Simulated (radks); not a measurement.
Results of a calculation; reference values are marked as such.
Numerical settings for the ruthenium ion Ru+, [Kr] 4d7. Level of theory: scalar-relativistic Kohn-Sham, LDA (Slater exchange, Perdew-Wang correlation), spin-polarised, spherical densities, finite nucleus; open shells are filled with parallel spins first (spin-orbit coupling, left out, can overturn this in heavy ions); Fermi nuclear charge, rms radius 4.4809 fm (a radial shooting solver on a logarithmic mesh with Libxc functionals). The defaults (mesh step 0.008 in ln r, mesh end at 40 bohr or more with all orbitals vanishing there, Anderson mixing 0.5 over 9 steps, residual threshold near 1e-9 with the energy settled to 1e-9 hartree or 1e-11 of itself, here a cap of 60 iterations) give E = -4525.9724 hartree and 4d at -11.773 eV in 15 iterations. Run on one thread of a shared host, so times are rough (Intel(R) Xeon(R) Platinum 8488C): 0.28 s of CPU time, 0.28 s wall, 15 iterations on 2259 mesh points. Changes against that run (0 stands for a change within the tolerance of the run):

| setting | iterations | converged | E (mhartree) | e(4d) (meV) | CPU (s) |
|---|---|---|---|---|---|
| mesh step in ln r 0.02 | 15 | yes | 0 | 0 | 0.13 |
| mesh step in ln r 0.012 | 15 | yes | 0 | 0 | 0.21 |
| mesh step in ln r 0.003 | 15 | yes | 0 | 0 | 0.58 |
| mesh end (bohr) 2 | 13 | level above zero | +7.63e+03 | +4.94e+04 | 0.15 |
| mesh end (bohr) 5 | 15 | yes | +23.1 | +775 | 0.19 |
| residual threshold 1e-13 | 22 | yes | 0 | 0 | 0.26 |
| residual threshold 0.001 | 9 | yes | 0 | -1.31 | 0.15 |
| mixing 0.05 | 18 | yes | 0 | 0 | 0.25 |
| linear mixing, mixing 1 | 60 | no | +3.04e+04 | +1.02e+04 | 2.1 |
| linear mixing, mixing 0.05 | 60 | no | +2.25 | -370 | 1.1 |
| mixing history 2 | 22 | yes | 0 | 0 | 0.33 |
| iteration cap 8 | 8 | no | 0 | -1.31 | 0.14 |

Settled on a wrong energy, with an occupied level pushed above zero by the early mesh end: mesh end (bohr) 2 (+7.63 hartree). Apart from these: settings that end as converged yet miss the energy by more than 1 mhartree: mesh end (bohr) 5 (+0.0231 hartree). A mesh that ends early acts as a hard wall.
